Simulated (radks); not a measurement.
Charge is removed step by step from the 5s level of neutral rhodium, starting from [Kr] 4d8 5s1. Method: non-relativistic Kohn-Sham, PBEsol, spin-unpolarised, spherical densities, point nucleus; relativity is left out, which matters for an element this heavy; computed with a radial shooting solver on a logarithmic mesh with Libxc functionals.

\begin{tabular}{lrrr}
removed (e) & E - E(0) (eV) & eigenvalue (eV) & E minus straight line (eV) \\ \hline
0 & 0.000 & -3.952 & 0.000 \\
0.1 & 0.424 & -4.525 & -0.271 \\
0.2 & 0.905 & -5.109 & -0.485 \\
0.3 & 1.446 & -5.703 & -0.640 \\
0.4 & 2.046 & -6.306 & -0.735 \\
0.5 & 2.707 & -6.917 & -0.769 \\
0.6 & 3.430 & -7.538 & -0.741 \\
0.7 & 4.215 & -8.166 & -0.652 \\
0.8 & 5.063 & -8.801 & -0.498 \\
0.9 & 5.976 & -9.444 & -0.282 \\
1 & 6.952 & -10.092 & 0.000 \\
\end{tabular}

Removing the whole electron costs 6.952 eV by Delta-SCF, against 3.952 eV from minus the eigenvalue at the starting occupation. Slater's transition state (half an electron removed) gives 6.917 eV. Integrating minus the eigenvalue over the occupation (Janak's theorem) gives 6.952 eV. The mean slope of the eigenvalue, de/dn, is 6.14 eV per electron. Ionisation energy of Rh in the NIST Atomic Spectra Database: 7.459 eV (measured).

Beside tabulated values, note that spin-unpolarised runs miss the spin-polarisation part of the exchange energy of open shells.
